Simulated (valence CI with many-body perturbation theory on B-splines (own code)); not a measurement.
# Questions on S⁹⁺

Level of theory: relativistic CI+MBPT: five valence electrons over a frozen Dirac-Fock core [He], a basis of 9 s, 9 p, 8 d, 6 f, 3 g, 1 h functions for each j, with the one-electron correlation potential Σ1 (screened to all orders), the two-electron term Σ2, the three-electron term Σ3, Breit, model QED; selected single and double excitations, second order for the rest, scaled by the run's own slope (own B-spline code, finite nucleus).

No measured spectrum was set against this ion. As an estimate, levels of excited configurations hold to 0.05 to 0.15 % of their energy, terms of the ground configuration to about 0.5 %. Among the levels kept, up to 2200 cm⁻¹ of a level comes from second order outside the variational space, and about a tenth of that is noise between levels of different J, which matters for small intervals.

Rates and lifetimes use the calculated energies. Strong lines usually hold to 10 to 20 %, long lifetimes can be off by a factor of two.

(1) What is the ground level?

(2) What is the ionisation energy?

(3) What are the static dipole polarisabilities of the lowest levels?

(4) How well does LS coupling describe the low levels?

(5) Name the longest-lived excited levels whose lifetime is computed, and their main decay.

(6) Among levels below 2417300 cm⁻¹, which E1 lines absorb most strongly from the ground level?

(7) Where does the other parity begin?

Answers

(1) 2s²2p³ ⁴S°_3/2, composition 99 % 2s²2p³ ⁴S°, g = 1.998.

(2) 447.53 eV; NIST lists 447.7 ± 0.3 eV (semi-empirical).

(3) 2s²2p³ ⁴S°_3/2 0.0777; 2s²2p³ ²D°_3/2 0.0676 (tensor 0.0078); 2s²2p³ ²D°_5/2 0.0679 (tensor 0.0043); 2s²2p³ ²P°_1/2 0.0598 bohr³, of which the core gives 0.000148.

(4) Among the lowest 20 levels the leading LS term, summed over configurations, holds 99 % on average. For single configurations the figures are 97 % in LS and 70 % in jj coupling. Terms hardly mix: every one of these levels is at least 95 % one term.

(5) 2s²2p³ ²D°_5/2 at 83888 cm⁻¹ lives 2.64 s, mostly by M1 to 2s²2p³ ⁴S°_3/2; 2s²2p³ ²D°_3/2 at 82747 cm⁻¹ lives 66.6 ms, mostly by M1 to 2s²2p³ ⁴S°_3/2; 2s²2p³ ²P°_1/2 at 127380 cm⁻¹ lives 5.08 ms, mostly by M1 to 2s²2p³ ⁴S°_3/2.

(6) to 2s²2p²3d ⁴P_5/2 at 4.256 nm, f = 0.721; to 2s²2p²3d ⁴P_3/2 at 4.251 nm, f = 0.506; to 2s²2p²3d ⁴P_1/2 at 4.249 nm, f = 0.260.

(7) At 2s2p⁴ ⁴P_5/2, 378560 cm⁻¹.
